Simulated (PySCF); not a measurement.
## Charge on either side of a bond

C3H8O4S2.
Atom-mapped SMILES: `[CH3:1][CH2:2][S@@:3](=[O:4])[CH2:5][S:6](=[O:7])(=[O:8])[OH:9]` (hydrogens: H10, H11, H12 on C1; H13, H14 on C2; H15, H16 on C5; H17 on O9)

Structure used (GFN2-xTB), in Å, numbered top down from 1:
```xyz
17
C3H8O4S2 angstrom
C      2.3829    0.3804    0.1493
C      1.3243   -0.6884    0.3254
S      0.0327   -0.5408   -0.9765
O     -0.8507   -1.7111   -0.7868
C     -0.9102    0.8679   -0.2656
S     -1.8968    0.2965    1.1513
O     -2.6807    1.3949    1.6008
O     -1.0096   -0.3265    2.0849
O     -2.8349   -0.7547    0.4790
H      2.7748    0.3697   -0.8658
H      1.9884    1.3716    0.3592
H      3.2077    0.2008    0.8347
H      1.7440   -1.6829    0.1747
H      0.8297   -0.6495    1.2943
H     -0.2437    1.6554    0.0610
H     -1.6158    1.2398   -1.0004
H     -2.2492   -1.4110    0.0199
```

Atomic charges (e) from the PBE0/pcSseg-1 density (PySCF):

```json
{"atom": "C1", "Mulliken": "-0.2974", "IAO": "-0.4284", "Hirshfeld": "-0.1163", "ESP-fitted": "-0.2120"}
{"atom": "C2", "Mulliken": "-0.3974", "IAO": "-0.4008", "Hirshfeld": "-0.0793", "ESP-fitted": "-0.0303"}
{"atom": "S3", "Mulliken": "+0.6362", "IAO": "+1.0846", "Hirshfeld": "+0.3607", "ESP-fitted": "+0.3409"}
{"atom": "O4", "Mulliken": "-0.6594", "IAO": "-0.8767", "Hirshfeld": "-0.3090", "ESP-fitted": "-0.4768"}
{"atom": "C5", "Mulliken": "-0.5068", "IAO": "-0.6572", "Hirshfeld": "-0.1027", "ESP-fitted": "-0.6937"}
{"atom": "S6", "Mulliken": "+1.1782", "IAO": "+2.1977", "Hirshfeld": "+0.5482", "ESP-fitted": "+1.1982"}
{"atom": "O7", "Mulliken": "-0.4947", "IAO": "-0.8594", "Hirshfeld": "-0.3043", "ESP-fitted": "-0.5056"}
{"atom": "O8", "Mulliken": "-0.5248", "IAO": "-0.8788", "Hirshfeld": "-0.2867", "ESP-fitted": "-0.5292"}
{"atom": "O9", "Mulliken": "-0.4291", "IAO": "-0.7374", "Hirshfeld": "-0.2013", "ESP-fitted": "-0.5133"}
{"atom": "H10", "Mulliken": "+0.1282", "IAO": "+0.1478", "Hirshfeld": "+0.0413", "ESP-fitted": "+0.0530"}
{"atom": "H11", "Mulliken": "+0.1227", "IAO": "+0.1398", "Hirshfeld": "+0.0433", "ESP-fitted": "+0.0816"}
{"atom": "H12", "Mulliken": "+0.1488", "IAO": "+0.1675", "Hirshfeld": "+0.0600", "ESP-fitted": "+0.0925"}
{"atom": "H13", "Mulliken": "+0.1732", "IAO": "+0.1702", "Hirshfeld": "+0.0579", "ESP-fitted": "+0.1156"}
{"atom": "H14", "Mulliken": "+0.2182", "IAO": "+0.1842", "Hirshfeld": "+0.0341", "ESP-fitted": "+0.0978"}
{"atom": "H15", "Mulliken": "+0.2023", "IAO": "+0.1880", "Hirshfeld": "+0.0664", "ESP-fitted": "+0.2725"}
{"atom": "H16", "Mulliken": "+0.2107", "IAO": "+0.1965", "Hirshfeld": "+0.0645", "ESP-fitted": "+0.2854"}
{"atom": "H17", "Mulliken": "+0.2912", "IAO": "+0.3623", "Hirshfeld": "+0.1227", "ESP-fitted": "+0.4234"}
```

Question: Cut each of the bonds C1–C2, C2–S3, C5–S3, S6–C5 and O9–S6 in turn and sum the charges on the side of the atom named first.

Answer: In e; the other side holds the opposite charge:

| bond cut | piece | atoms | Mulliken | IAO | Hirshfeld | ESP-fitted |
| --- | --- | --- | --- | --- | --- | --- |
| C1–C2 | CH3 | 4 | +0.102 | +0.027 | +0.028 | +0.015 |
| C2–S3 | C2H5 | 7 | +0.096 | -0.020 | +0.041 | +0.198 |
| C5–S3 | CH3O3S | 8 | -0.073 | -0.188 | -0.093 | -0.062 |
| S6–C5 | SO3H | 5 | +0.021 | +0.084 | -0.121 | +0.073 |
| O9–S6 | OH | 2 | -0.138 | -0.375 | -0.079 | -0.090 |

Extremes among these pieces. Mulliken: lowest OH at O9, highest CH3 at C1; IAO: lowest OH at O9, highest SO3H at S6; Hirshfeld: lowest SO3H at S6, highest C2H5 at C2; ESP-fitted: lowest OH at O9, highest C2H5 at C2.

Question: Do the schemes agree better on the pieces than on the single atoms at the cuts?

Answer: The spread between schemes averages 0.187 e for the pieces and 0.692 e for the atoms named first; it is smaller for the piece at 5 of the 5 cuts. On average they agree better on the pieces. The sign differs between schemes (beyond ±0.03 e) for SO3H at S6.

Geometry: GFN2-xTB, one conformer, isolated molecule.

The run behind these numbers computed NMR shieldings as well. Hardware: an Arm Neoverse V2 with one thread, no GPU, shared host. Cost: 40 s wall.
